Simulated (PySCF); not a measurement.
**PBE on Ne⁺ (neon, charge +1)**

Configuration: [He] 2s1 2p5 3d1, one real determinant (an excited configuration). Computed with PySCF 2.14 in aug-cc-pVTZ with one added diffuse shell each of s, p, d, f type (6s5p4d3f, 62 functions), with the non-relativistic Hamiltonian (point nucleus).

* Total energy: -125.9138 hartree
* One-electron energy: -168.5217 hartree
* Hartree (Coulomb) energy: 54.0070 hartree
* Exchange-correlation energy: -11.3991 hartree
* Kinetic energy: 125.65867 hartree
* ⟨S²⟩: 3.7509
* ⟨L²⟩: 7.745
* Sum of ⟨r⟩: 8.667 bohr
* Sum of ⟨r²⟩: 18.23 bohr²
* Traceless quadrupole moment −½Σ⟨3z² − r²⟩ along its main axis: -3.99 e·bohr²
* Density at the nucleus (Gaussians lack the cusp): 582 bohr⁻³
* Spin density at the nucleus: 18.0 bohr⁻³
* Langevin diamagnetic susceptibility: -14.4 ×10⁻⁶ cm³/mol

```csv
shell,electrons,mean orbital energy (hartree),spread (hartree),"rms radius, mean of both spins (bohr)"
1s α,1,-32.03256,0,0.183
1s β,1,-31.94943,0,0.183
2s α,1,-2.61654,0,0.907
2p α,3,-1.75763,0.11692,0.924
2p β,2,-1.59069,0,0.924
3d α,1,-0.11772,0,3.62
```

⟨L²⟩ = 7.74 against 12 for a pure F term, so this real determinant mixes terms. The outer electron is Rydberg-like, and this basis confines it to a smaller radius and binds it less than a complete one would.
